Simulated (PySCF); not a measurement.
methylammonium (CH6N), SMILES [NH3+]C, charge +1.

Coordinates come from a ωB97X-D3(BJ)/def2-TZVP optimisation.

All values below come from TDDFT-PBE/def2-TZVPD (PySCF).

Vertical excitations; the highest root listed may be one member of a degenerate set.  State labels are in the subgroup Cs.

| state | symmetry | energy (eV) | λ (nm) | f | main pairs |
|---|---|---|---|---|---|
| S1 | A' | 9.51 | 130 | 0.001 | HOMO→LUMO (degenerate set) |
| S2 | A" | 9.51 | 130 | 0.001 | HOMO−1→LUMO (degenerate set) |
| S3 | A" | 11.36 | 109 | 0.000 | HOMO→LUMO+2 50 %, HOMO−1→LUMO+3 50 % |
| S4 | A' | 11.38 | 109 | 0.000 | HOMO→LUMO+3, HOMO−1→LUMO+2 (degenerate set) |
| S5 | A" | 11.38 | 109 | 0.000 | HOMO−1→LUMO+3, HOMO→LUMO+2 (degenerate set) |
| S6 | A' | 11.48 | 108 | 0.055 | HOMO−1→LUMO+2 48 %, HOMO→LUMO+3 48 % |
| S7 | A' | 11.53 | 108 | 0.074 | HOMO→LUMO+1 (degenerate set) |
| S8 | A" | 11.53 | 108 | 0.074 | HOMO−1→LUMO+1 (degenerate set) |
| S9 | A' | 11.95 | 104 | 0.090 | HOMO−2→LUMO 94 % |
| S10 | A" | 12.55 | 99 | 0.000 | HOMO→LUMO+4 50 %, HOMO−1→LUMO+5 50 % |
| T1 | A' | 9.30 | 133 | 0 | HOMO→LUMO (degenerate set) |
| T2 | A" | 9.30 | 133 | 0 | HOMO−1→LUMO (degenerate set) |
| T3 | A" | 10.97 | 113 | 0 | HOMO−1→LUMO+1 (degenerate set) |
| T4 | A' | 10.97 | 113 | 0 | HOMO→LUMO+1 (degenerate set) |
Triplets are in the Tamm–Dancoff approximation, which puts them higher than full response would, so one can lie above its singlet here.
